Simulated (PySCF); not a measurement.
C5H3ClFO (doublet state).
Geometry (GFN2-xTB, Å), atoms numbered from 1 in this order:
```
atom  x, y, z in Å
C1    -0.7608   -1.2610    0.0103
C2    -0.3474    0.0553   -0.0087
C3    -1.2377    1.1141   -0.0387
F4    -2.5555    0.8884   -0.0515
C5     1.0850    0.3570    0.0033
Cl6    1.6566    2.0188   -0.0299
C7     2.0585   -0.5138    0.0394
O8     2.9546   -1.2487    0.0706
H9    -0.0557   -2.0696    0.0332
H10   -1.8079   -1.4971    0.0006
H11   -0.9843    2.1592   -0.0547
```

The hyperfine couplings belong to this conformer and change with its torsions.

As a line formula: `C(/[CH2])(C(=C=O)Cl)=C/F` [radical].

Computed, not measured: UKS B3LYP, pcH-1 on C Cl F H O, non-relativistic, mean-field spin-orbit, GIAO (PySCF 2.14.0). The structure is a single GFN2-xTB conformer in the gas phase; no vibrational or solvent corrections. Couplings are sensitive to structure, and on GFN2-xTB geometries they can be far from those on DFT ones. Stability of the SCF solution: not tested. ⟨S²⟩ is 0.783 where a pure state has 0.75.

Principal values of hyperfine tensors in MHz (contact, dipolar and spin–orbit terms together), for some of the nuclei:

```csv
atom,isotope,A1,A2,A3
F4,19F,-78.64,-50.33,391.57
C3,13C,7.57,10.78,169.03
C1,13C,2.65,4.25,163.36
C2,13C,-79.43,-39.41,-34.16
H11,1H,-70.71,-47.19,-19.29
H9,1H,-70.22,-43.54,-16.74
H10,1H,-65.24,-44.47,-18.71
C5,13C,6.88,7.69,12.10
```

(1) Split each tensor into its isotropic and traceless parts, and turn a_iso into mT with g = 2.0034.

(2) What spin density at the nucleus of C5 lies behind its contact coupling (g_N = 1.40482)?

(3) C7 (13C, g_N = 1.40482) isn't in the table. Its spin density at the nucleus is -0.003163 bohr⁻³. What is its contact coupling?

(4) Name the largest traceless tensor T of the table and describe it.

(5) In a single crystal, with the field along each principal axis of the tensor of C1 in turn, what first-order splitting does this nucleus give (isotropic g, quadrupole terms neglected)?

Results:

(1) a_iso = (A1 + A2 + A3)/3, Ti = Ai − a_iso; 1 mT corresponds to 28.040 MHz. The tensors hold a spin–orbit part: the run splits a_iso into a_FC + a_SO, and T includes its anisotropic share.

```json
{"atom": "F4", "a_iso (MHz)": "87.53", "a_FC": "87.15", "a_SO": "0.38", "a_iso (mT)": "3.122", "T1": "-166.17", "T2": "-137.87", "T3": "304.04"}
{"atom": "C3", "a_iso (MHz)": "62.46", "a_FC": "62.41", "a_SO": "0.05", "a_iso (mT)": "2.227", "T1": "-54.88", "T2": "-51.68", "T3": "106.57"}
{"atom": "C1", "a_iso (MHz)": "56.75", "a_FC": "56.84", "a_SO": "-0.09", "a_iso (mT)": "2.024", "T1": "-54.10", "T2": "-52.51", "T3": "106.61"}
{"atom": "C2", "a_iso (MHz)": "-51.00", "a_FC": "-51.01", "a_SO": "0.01", "a_iso (mT)": "-1.819", "T1": "-28.43", "T2": "11.59", "T3": "16.84"}
{"atom": "H11", "a_iso (MHz)": "-45.73", "a_FC": "-45.76", "a_SO": "0.03", "a_iso (mT)": "-1.631", "T1": "-24.98", "T2": "-1.46", "T3": "26.44"}
{"atom": "H9", "a_iso (MHz)": "-43.50", "a_FC": "-43.50", "a_SO": "0.00", "a_iso (mT)": "-1.551", "T1": "-26.72", "T2": "-0.04", "T3": "26.76"}
{"atom": "H10", "a_iso (MHz)": "-42.81", "a_FC": "-42.82", "a_SO": "0.00", "a_iso (mT)": "-1.527", "T1": "-22.43", "T2": "-1.66", "T3": "24.10"}
{"atom": "C5", "a_iso (MHz)": "8.89", "a_FC": "8.87", "a_SO": "0.02", "a_iso (mT)": "0.317", "T1": "-2.01", "T2": "-1.20", "T3": "3.21"}
```

(2) a_FC = (2μ0/3) gₑ μB g_N μN ρ(0)/(2S·h) = 800.24 MHz × g_N × ρ(0)/(2S), with ρ in bohr⁻³. With a_FC = 8.87 MHz and 2S = 1, ρ(0) = 0.007892 bohr⁻³.

(3) By the same relation, a_FC = -3.56 MHz. Its full tensor has the principal values -11.38, -0.12, 0.89 MHz.

(4) F4: -166.2, -137.9, 304.0 MHz (the dipolar term alone has -167.6, -137.1, 304.7), rhombic: the two smaller values differ by 9 % of the largest.

(5) 2 lines (I = 1/2), spaced by |A_i|/(g × 13.996): 0.09, 0.15, 5.83 mT along the axes of A1, A2 and A3.
